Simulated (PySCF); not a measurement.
C3H7InO (SMILES C=[CH][In]([CH3])[OH]), singlet, at a GFN2-xTB geometry (such geometries of metal compounds can be far from the true shape) (all electrons, no relativity), with bond 5-2 at 2.4 times its length; CASSCF(6,6)/STO-3G in PySCF.

Here is a job for PySCF.
```python
from pyscf import gto, scf, mcscf
import numpy

mol = gto.M(
    atom='''
In    0.16031219    0.01237711    0.20286334
C     1.75212666   -0.14461263    1.75531925
H     1.87846004   -1.17533587    2.07741051
H     1.39050123    0.46902157    2.57592946
H     4.01698940    0.78480897    0.85210961
C    -0.23270216   -0.82068495   -1.83921095
C    -1.33304992   -0.54143501   -2.51113139
H     0.52165223   -1.47125158   -2.26320591
H    -1.53119570   -0.94075593   -3.50048851
H    -2.10236794    0.10717773   -2.10732200
O    -1.22803504    1.22115559    0.88717105
H    -2.00213408    1.43317039    0.37116107
''',
    basis='sto-3g',
    verbose=4,
)

mf = scf.RHF(mol)
mf.kernel()
mc = mcscf.CASSCF(mf, 6, 6)
mc.fix_spin_(ss=0.0)
mc = mc.newton()
mc.kernel()
occ = numpy.linalg.eigvalsh(mc.fcisolver.make_rdm1(mc.ci, mc.ncas, mc.nelecas))[::-1]
ss = mc.fcisolver.spin_square(mc.ci, mc.ncas, mc.nelecas)[0]
print('natural occupations', occ.round(4), ' <S^2>', round(ss, 4))
```

It wrote (shortened):

```
PySCF version 2.14.0

[INPUT] verbose = 4
[INPUT] num. atoms = 12
[INPUT] num. electrons = 82
[INPUT] charge = 0
[INPUT] spin (= nelec alpha-beta = 2S) = 0
[INPUT] symmetry False subgroup None
[INPUT] Mole.unit = angstrom
[INPUT] Symbol           X                Y                Z      unit          X                Y                Z       unit  Magmom
[...]
nuclear repulsion = 438.463860351633
number of shells = 30
number of NR pGTOs = 162
number of NR cGTOs = 54
basis = sto-3g
ecp = {}

******** <class 'pyscf.scf.hf.RHF'> ********
method = RHF
initial guess = minao
damping factor = 0
level_shift factor = 0
DIIS = <class 'pyscf.scf.diis.CDIIS'>
diis_start_cycle = 1
diis_space = 8
diis_damp = 0
SCF conv_tol = 1e-09
SCF conv_tol_grad = None
SCF max_cycles = 50
direct_scf = True
direct_scf_tol = 1e-13
Set gradient conv threshold to 3.16228e-05
Initial guess from minao.
init E= -5857.28466245393
[...]
cycle= 1 E= -5872.18644965325  delta_E= -14.9  |g|= 0.779  |ddm|= 4.21
[...]
cycle= 2 E= -5872.38450122827  delta_E= -0.198  |g|= 0.546  |ddm|= 2.79
[...]
cycle= 3 E= -5872.58911574582  delta_E= -0.205  |g|= 0.193  |ddm|= 1.55
[...]
cycle= 4 E= -5872.60888516749  delta_E= -0.0198  |g|= 0.0678  |ddm|= 0.399
[...]
cycle= 5 E= -5872.61163785075  delta_E= -0.00275  |g|= 0.0239  |ddm|= 0.146
[...]
cycle= 6 E= -5872.61233499853  delta_E= -0.000697  |g|= 0.0118  |ddm|= 0.083
[...]
cycle= 7 E= -5872.61251103104  delta_E= -0.000176  |g|= 0.00506  |ddm|= 0.0387
[...]
cycle= 8 E= -5872.61255381108  delta_E= -4.28e-05  |g|= 0.00239  |ddm|= 0.0218
[...]
cycle= 9 E= -5872.61256235453  delta_E= -8.54e-06  |g|= 0.00061  |ddm|= 0.011
[...]
cycle= 10 E= -5872.61256291482  delta_E= -5.6e-07  |g|= 0.000216  |ddm|= 0.00287
[...]
cycle= 11 E= -5872.61256296938  delta_E= -5.46e-08  |g|= 6.2e-05  |ddm|= 0.000798
[...]
cycle= 12 E= -5872.61256297511  delta_E= -5.73e-09  |g|= 1.57e-05  |ddm|= 0.000299
[...]
cycle= 13 E= -5872.61256297548  delta_E= -3.68e-10  |g|= 4.12e-06  |ddm|= 7.84e-05
[...]
Extra cycle  E= -5872.61256297546  delta_E= 1.18e-11  |g|= 2.66e-06  |ddm|= 1.12e-05
converged SCF energy = -5872.61256297546

******** <class 'pyscf.mcscf.newton_casscf.CASSCF'> ********
CAS (3e+3e, 6o), ncore = 38, nvir = 10
max_cycle_macro = 50
max_cycle_micro = 10
conv_tol = 1e-07
conv_tol_grad = None
orbital rotation max_stepsize = 0.03
augmented hessian ah_max_cycle = 30
augmented hessian ah_conv_tol = 1e-12
augmented hessian ah_linear dependence = 1e-14
augmented hessian ah_level shift = 1e-08
augmented hessian ah_start_tol = 500
augmented hessian ah_start_cycle = 3
augmented hessian ah_grad_trust_region = 3
kf_trust_region = 3
kf_interval = 5
natorb = False
canonicalization = True
internal_rotation = False
******** <class 'pyscf.fci.addons.SpinPenaltyFCISolver'> ********
max. cycles = 50
conv_tol = 1e-08
davidson only = True
linear dependence = 1e-12
level shift = 0.001
max iter space = 12
nroots = 1
pspace_size = 400
spin = None

WARN: SO-CASSCF (Second order CASSCF) is an experimental feature. Its performance is bad for large systems.

CASCI E = -5872.78008994214  dE = -5872.7801  S^2 = 0.0000000
Set conv_tol_grad to 0.000316228
macro 1 (18 JK  14 micro), CASSCF E = -5872.79145561001  dE = -0.01137  |grad|=0.123  S^2 = 0.0000000
macro 2 (11 JK  7 micro), CASSCF E = -5872.7963519329  dE = -0.004896  |grad|=0.0712  S^2 = 0.0000000
macro 3 (11 JK  7 micro), CASSCF E = -5872.8006662287  dE = -0.004314  |grad|=0.0594  S^2 = 0.0000000
macro 4 (20 JK  15 micro), CASSCF E = -5872.8108610357  dE = -0.01019  |grad|=0.123  S^2 = 0.0000000
macro 5 (18 JK  14 micro), CASSCF E = -5872.81313619267  dE = -0.002275  |grad|=0.111  S^2 = 0.0000000
macro 6 (18 JK  14 micro), CASSCF E = -5872.81465928876  dE = -0.001523  |grad|=0.102  S^2 = 0.0000000
macro 7 (18 JK  14 micro), CASSCF E = -5872.81576953188  dE = -0.00111  |grad|=0.0972  S^2 = 0.0000000
macro 8 (18 JK  14 micro), CASSCF E = -5872.81655958186  dE = -0.00079  |grad|=0.0939  S^2 = 0.0000000
[...]
macro 17 (18 JK  14 micro), CASSCF E = -5872.8144941393  dE = 0.0008386  |grad|=0.103  S^2 = 0.0000000
macro 18 (18 JK  14 micro), CASSCF E = -5872.81357330854  dE = 0.0009208  |grad|=0.106  S^2 = 0.0000000
macro 19 (18 JK  14 micro), CASSCF E = -5872.81261261704  dE = 0.0009607  |grad|=0.109  S^2 = 0.0000000
macro 20 (18 JK  14 micro), CASSCF E = -5872.81165927078  dE = 0.0009533  |grad|= 0.11  S^2 = 0.0000000
macro 21 (18 JK  14 micro), CASSCF E = -5872.81075348022  dE = 0.0009058  |grad|=0.109  S^2 = 0.0000000
macro 22 (18 JK  14 micro), CASSCF E = -5872.80992730331  dE = 0.0008262  |grad|=0.108  S^2 = 0.0000000
macro 23 (18 JK  14 micro), CASSCF E = -5872.80919765841  dE = 0.0007296  |grad|=0.105  S^2 = 0.0000000
macro 24 (18 JK  14 micro), CASSCF E = -5872.80856677944  dE = 0.0006309  |grad|=0.101  S^2 = 0.0000000
macro 25 (18 JK  14 micro), CASSCF E = -5872.80803152472  dE = 0.0005353  |grad|=0.097  S^2 = 0.0000000
macro 26 (18 JK  14 micro), CASSCF E = -5872.80758606349  dE = 0.0004455  |grad|=0.0934  S^2 = 0.0000000
macro 27 (18 JK  14 micro), CASSCF E = -5872.80721598492  dE = 0.0003701  |grad|=0.0899  S^2 = 0.0000000
macro 28 (18 JK  14 micro), CASSCF E = -5872.80691193077  dE = 0.0003041  |grad|=0.087  S^2 = 0.0000000
macro 29 (18 JK  14 micro), CASSCF E = -5872.80666191897  dE = 0.00025  |grad|=0.0845  S^2 = 0.0000000
macro 30 (18 JK  14 micro), CASSCF E = -5872.80645455169  dE = 0.0002074  |grad|=0.0825  S^2 = 0.0000000
macro 31 (20 JK  15 micro), CASSCF E = -5872.80819112776  dE = -0.001737  |grad|=0.0644  S^2 = 0.0000000
macro 32 (18 JK  14 micro), CASSCF E = -5872.80800422768  dE = 0.0001869  |grad|=0.0847  S^2 = 0.0000000
macro 33 (18 JK  14 micro), CASSCF E = -5872.80782278097  dE = 0.0001814  |grad|=0.0838  S^2 = 0.0000000
macro 34 (18 JK  14 micro), CASSCF E = -5872.8076537472  dE = 0.000169  |grad|=0.0832  S^2 = 0.0000000
macro 35 (18 JK  14 micro), CASSCF E = -5872.8074917819  dE = 0.000162  |grad|=0.0832  S^2 = 0.0000000
macro 36 (18 JK  14 micro), CASSCF E = -5872.80735197423  dE = 0.0001398  |grad|=0.0829  S^2 = 0.0000000
macro 37 (20 JK  15 micro), CASSCF E = -5872.80917278634  dE = -0.001821  |grad|=0.0633  S^2 = 0.0000000
macro 38 (18 JK  14 micro), CASSCF E = -5872.80908673749  dE = 8.605e-05  |grad|=0.0838  S^2 = 0.0000000
macro 39 (18 JK  14 micro), CASSCF E = -5872.80903311061  dE = 5.363e-05  |grad|=0.0851  S^2 = 0.0000000
macro 40 (18 JK  14 micro), CASSCF E = -5872.80899916916  dE = 3.394e-05  |grad|=0.0867  S^2 = 0.0000000
macro 41 (18 JK  14 micro), CASSCF E = -5872.80896952928  dE = 2.964e-05  |grad|=0.0891  S^2 = 0.0000000
macro 42 (18 JK  14 micro), CASSCF E = -5872.80894305669  dE = 2.647e-05  |grad|=0.0914  S^2 = 0.0000000
macro 43 (18 JK  14 micro), CASSCF E = -5872.80892116236  dE = 2.189e-05  |grad|=0.0925  S^2 = 0.0000000
macro 44 (18 JK  14 micro), CASSCF E = -5872.80890481482  dE = 1.635e-05  |grad|=0.0919  S^2 = 0.0000000
macro 45 (18 JK  14 micro), CASSCF E = -5872.80889499499  dE = 9.82e-06  |grad|=0.0896  S^2 = 0.0000000
macro 46 (18 JK  14 micro), CASSCF E = -5872.808891328  dE = 3.667e-06  |grad|=0.0863  S^2 = 0.0000000
macro 47 (18 JK  14 micro), CASSCF E = -5872.80889252808  dE = -1.2e-06  |grad|=0.0828  S^2 = 0.0000000
macro 48 (20 JK  15 micro), CASSCF E = -5872.81086197432  dE = -0.001969  |grad|=0.0567  S^2 = 0.0000000
macro 49 (20 JK  15 micro), CASSCF E = -5872.81284583035  dE = -0.001984  |grad|=0.0564  S^2 = 0.0000000
macro 50 (20 JK  15 micro), CASSCF E = -5872.81480923151  dE = -0.001963  |grad|=0.0567  S^2 = 0.0000000
newton CASSCF not converged, 50 macro (106 KF 792 Hx) steps
CASSCF canonicalization
Density matrix diagonal elements [1.93203974 1.99933983 1.30167896 0.65687491 0.10288716 0.0071794 ]
CASSCF energy = -5872.81480923151
CASCI E = -5872.81480923151  E(CI) = -48.2852787140064  S^2 = 0.0000000
natural occupations [2.0000e+00 1.9317e+00 1.3062e+00 6.9370e-01 6.8300e-02 1.0000e-04]  <S^2> 0.0
```

The run did not converge; its last values are not results.
